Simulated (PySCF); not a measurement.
C₂H₅IZn, SMILES C[CH2][Zn][I].

The structure is a stationary point at PBE-D3(BJ)/def2-SVP. The structure was generated by enumeration; whether it is a known compound was not checked. The def2 effective core potentials stand for the cores of I; spin–orbit coupling is left out. Other conformers were not sampled.

Method: PBE-D3(BJ)/def2-SVP (PySCF).

Frequencies are harmonic and unscaled.

Problem. Estimate the vibrational spectrum. (The exact figures need the calculation; the answer reports its results.)

Solution. 
| mode | ν (cm⁻¹) | IR (km/mol) | moving atoms (share of kinetic energy) |
|---|---|---|---|
| 1 | 58 | 1.0 | Zn 43 %, C 32 %, H 15 %, I 10 % |
| 2 | 83 | 1.4 | Zn 41 %, H 33 %, C 21 % |
| 3 | 196 | 8.5 | C 42 %, I 27 %, Zn 20 %, H 11 % |
| 4 | 238 | 0.9 | H 86 %, C 11 % |
| 5 | 255 | 14.9 | Zn 43 %, C 30 %, I 14 %, H 13 % |
| 6 | 527 | 21.9 | C 57 %, Zn 23 %, H 19 % |
| 7 | 619 | 20.1 | H 81 %, C 18 % |
| 8 | 909 | 1.3 | H 91 %, C 8 % |
| 9 | 937 | 5.0 | H 86 %, C 14 % |
| 10 | 1019 | 5.9 | C 77 %, H 23 % |
| 11 | 1157 | 36.4 | H 65 %, C 35 % |
| 12 | 1201 | 1.8 | H 77 %, C 23 % |
| 13 | 1347 | 7.3 | H 82 %, C 18 % |
| 14 | 1384 | 0.9 | H 90 %, C 10 % |
| 15 | 1423 | 1.5 | H 97 % |
| 16 | 1429 | 7.4 | H 97 % |
| 17 | 2955 | 47.0 | H 97 % |
| 18 | 2976 | 11.7 | H 95 % |
| 19 | 3027 | 1.3 | H 91 %, C 9 % |
| 20 | 3031 | 17.8 | H 91 %, C 9 % |
| 21 | 3055 | 24.0 | H 91 %, C 9 % |
